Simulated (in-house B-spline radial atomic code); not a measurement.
Computed with a B-spline radial atomic code. Model: two electrons, singlet ground state, non-relativistic, full CI in B-splines with partial waves to l = 8 (at full coupling up to 3e-4 hartree above the limit, correlation up to 0.6 % small), density held at that of full coupling by Lieb maximisation.

W(λ) is the mean repulsion in the state of coupling λ less the Hartree energy of the fixed density. Its start is exact exchange, its initial slope is twice the second-order Görling-Levy correlation energy, and its area from 0 to 1 is E_xc. A straight curve means weak, dynamic correlation, and a curve that drops fast and flattens means strong correlation.

Command:
```bash
python run_ac.py task.json out
```
Settings (lengths in bohr, energies in hartree):
```
potential              dot
strength               0.426
lmax                   8
second                 0.3
```

Time taken, with all properties: 21 s on 1 thread of Intel(R) Xeon(R) Processor @ 2.30GHz, on a shared host.

**W = mean repulsion less Hartree energy, and W of three functionals.**

Given: confinement charge in harmonic well; well frequency 0.426 hartree; nuclear charge 0.3; external potential omega^2 r^2/2 - Z/r.

Computed: LDA exchange minus exact 75.58 millihartree; SCAN exchange minus exact 2.371 millihartree.

| coupling | W xc (hartree) | W xc minus exchange (millihartree) | kinetic minus Kohn-Sham (millihartree) | LDA (PW92) W minus its exchange (millihartree) | PBE W minus its exchange (millihartree) | SCAN W minus its exchange (millihartree) |
| --- | --- | --- | --- | --- | --- | --- |
| 0 | -0.51675 | 0 | 0 | 0 | 0 | 0 |
| 0.02 | -0.51867 | -1.922 | 0.02 | -10.39 | -2.88 | -1.88 |
| 0.05 | -0.52149 | -4.739 | 0.12 | -20.68 | -7.04 | -4.58 |
| 0.12 | -0.52778 | -11.025 | 0.65 | -38.28 | -15.97 | -10.54 |
| 0.25 | -0.53847 | -21.713 | 2.61 | -61.61 | -30.33 | -20.6 |
| 0.4 | -0.5494 | -32.651 | 6.15 | -81.66 | -44.31 | -30.89 |
| 0.6 | -0.56204 | -45.288 | 12.44 | -102.36 | -59.92 | -42.92 |
| 0.8 | -0.57286 | -56.104 | 19.98 | -118.87 | -73.06 | -53.39 |
| 1 | -0.5822 | -65.447 | 28.37 | -132.6 | -84.35 | -62.61 |
| 1.4 | -0.5975 | -80.747 | 46.59 | -154.47 | -102.94 | -78.13 |
| 2 | ? | ? | ? | ? | ? | ? |
| 3 | ? | ? | ? | ? | ? | ? |
| 4.5 | -0.65162 | -134.87 | 188.43 | -233.15 | -173.78 | -137.19 |
| 7 | -0.66876 | -152 | 284.87 | -260.54 | -199.36 | -155.97 |
| 10 | -0.68068 | -163.93 | 384.75 | -280.82 | -218.48 | -168.08 |

(1) What belongs in the row 2?

(2) What belongs in the row 3?

(3) What is the PBE exchange minus exact?

**Energy parts, natural occupations and partial-wave weights.**

Computed: total energy 1.3149 hartree; exchange energy -0.51675 hartree; correlation energy -0.03708 hartree; kinetic part of the DFT correlation energy 0.028367 hartree; initial slope twice GL2 -0.096945 hartree; kinetic part over minus potential part 0.43343; Hartree energy 1.0335 hartree.

```tsv
natural	occupation of the shell (electrons)
s	1.9523
p	0.042309
s	0.0037735
d	?
p	0.00030065
f	0.00012222
```

(4) What belongs in the row d?

```tsv
wave	weight
s	0.97804
p	0.021313
d	?
f	6.7841e-05
g	1.4803e-05
```

(5) What belongs in the row d?

(6) What is the Lieb Oxford ratio E_xc over LDA exchange?

(7) What is the Kohn-Sham kinetic?

Results:

(1) W xc (hartree): -0.61456; W xc minus exchange (millihartree): -97.806; kinetic minus Kohn-Sham (millihartree): 75.31; LDA (PW92) W minus its exchange (millihartree): -178.63; PBE W minus its exchange (millihartree): -124.14; SCAN W minus its exchange (millihartree): -96.11.

(2) W xc (hartree): -0.63376; W xc minus exchange (millihartree): -117.01; kinetic minus Kohn-Sham (millihartree): 122.61; LDA (PW92) W minus its exchange (millihartree): -206.3; PBE W minus its exchange (millihartree): -149.08; SCAN W minus its exchange (millihartree): -117.18.

(3) 22.031 millihartree.

(4) occupation of the shell (electrons): 0.0010666.

(5) weight: 0.00055989.

(6) 1.2554.

(7) 0.626 hartree.

Half-way to full coupling W has made 60 % of its drop, against 50 % for a straight line, and second-order (GL2) theory, half the initial slope, overshoots the correlation energy by about 31 %: a marked bend. Over couplings 0 to 1 the errors in E_xc come to about +27 millihartree for LDA, +10 millihartree for PBE, +4.2 millihartree for SCAN, so SCAN is nearest. In LDA and PBE the errors of exchange and correlation have opposite signs, so the sum is smaller than the larger of the two.
